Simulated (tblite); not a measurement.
Compound: C₄H₄FNOS (charge -1 and doublet state).
SMILES with atom numbers: `[F:1][CH2:2][O:3][C-:4]1[N:5][CH:6]=[CH:7][S:8]1` (hydrogens: H9, H10 on C2; H11 on C6; H12 on C7)
Bond orders are those of one Lewis drawing.

Computed with GFN2-xTB (tblite), gas phase: L-BFGS steps from a force-field or distance-geometry start until the largest atomic force falls under 0.01 eV/Å.

Step 14: E = -699.9351 eV
```
atom  x, y, z in Å  |  force x, y, z in eV/Å
F1      3.4995    0.1255    0.1863    0.232  -0.078   0.032
C2      2.1802   -0.2459    0.2347    0.033   0.143   0.024
O3      1.4383    0.8574   -0.0463   -0.294  -0.176  -0.028
C4      0.1025    0.4615   -0.3446   -0.178  -0.009   0.245
N5     -0.4124   -0.6445    0.2213   -0.166  -0.005  -0.483
C6     -1.7501   -0.6206    0.1065    0.004   0.142   0.129
C7     -2.3169    0.5981   -0.1722   -0.069   0.051  -0.072
S8     -1.0931    1.8283   -0.5125    0.126  -0.230  -0.046
H9      1.9950   -0.6313    1.2527    0.017  -0.069  -0.014
H10     2.0471   -1.0581   -0.5081   -0.037   0.089   0.103
H11    -2.3489   -1.5183    0.2865    0.341   0.240   0.023
H12    -3.3400    0.8471   -0.3917   -0.010  -0.099   0.087
```

Step 15: E = -699.9330 eV
```
atom  x, y, z in Å  |  force x, y, z in eV/Å
F1      3.5243    0.1312    0.1829   -0.142  -0.070   0.031
C2      2.1992   -0.2439    0.2298   -0.047  -0.006   0.017
O3      1.4359    0.8428   -0.0659    0.085   0.050   0.120
C4      0.0840    0.4839   -0.2745    0.011  -0.052  -0.283
N5     -0.4358   -0.6419    0.1978    0.110  -0.527   0.119
C6     -1.7687   -0.6133    0.1052    0.049   0.091  -0.020
C7     -2.3182    0.6084   -0.2042   -0.220  -0.119   0.140
S8     -1.0787    1.8256   -0.5145   -0.079   0.126  -0.065
H9      2.0067   -0.6346    1.2469    0.067   0.026  -0.017
H10     2.0696   -1.0675   -0.5002    0.010   0.079   0.032
H11    -2.3648   -1.5082    0.2890    0.292   0.209  -0.025
H12    -3.3523    0.8168   -0.3800   -0.137   0.194  -0.050
```

Step 16: E = -699.9516 eV
```
atom  x, y, z in Å  |  force x, y, z in eV/Å
F1      3.5110    0.1271    0.1846    0.041  -0.048   0.024
C2      2.1883   -0.2436    0.2309    0.015   0.044   0.033
O3      1.4342    0.8493   -0.0587   -0.048  -0.014   0.072
C4      0.0897    0.4718   -0.2985   -0.041  -0.039  -0.133
N5     -0.4243   -0.6512    0.2075   -0.052  -0.121  -0.138
C6     -1.7583   -0.6173    0.1060   -0.021   0.087   0.038
C7     -2.3237    0.5999   -0.1905    0.024   0.008   0.059
S8     -1.0857    1.8202   -0.5129    0.027   0.000  -0.044
H9      1.9997   -0.6300    1.2486    0.031  -0.035  -0.004
H10     2.0585   -1.0614   -0.5046   -0.024   0.057   0.054
H11    -2.3422   -1.5150    0.2901    0.159   0.095   0.013
H12    -3.3460    0.8494   -0.3900   -0.111  -0.034   0.027
```

Task: Estimate the geometry and energy of step 17. (The exact step hangs on the optimiser's Hessian estimate; all steps are aligned on step 16, rigid shifts and turns removed.)

Result: E = -699.9552 eV, largest force 0.241 eV/Å
```
atom  x, y, z in Å  |  force x, y, z in eV/Å
F1      3.5098    0.1249    0.1861    0.042  -0.045   0.026
C2      2.1859   -0.2426    0.2335    0.004   0.043   0.029
O3      1.4323    0.8515   -0.0519   -0.076  -0.034   0.037
C4      0.0917    0.4667   -0.3204   -0.004  -0.036  -0.007
N5     -0.4223   -0.6499    0.2069   -0.024  -0.102  -0.217
C6     -1.7558   -0.6158    0.1080   -0.015   0.078   0.044
C7     -2.3215    0.6010   -0.1821   -0.029   0.041   0.013
S8     -1.0862    1.8210   -0.5136    0.020  -0.019  -0.057
H9      1.9979   -0.6319    1.2500    0.039  -0.033   0.002
H10     2.0524   -1.0579   -0.5040   -0.016   0.056   0.054
H11    -2.3387   -1.5146    0.2894    0.145   0.088   0.032
H12    -3.3442    0.8469   -0.3895   -0.087  -0.036   0.046
```

The energy changes by -0.0036 eV. The first-order estimate −F·Δx gives -0.0052 eV and the mean of the old and new forces, exact on a quadratic surface, -0.0035 eV. The step makes an angle of 61° with the force vector and moves no atom by more than 0.023 Å.

What follows is the cost of the whole relaxation. Hardware: Arm Neoverse V1, one thread (shared host). Cost: 0.6 s.
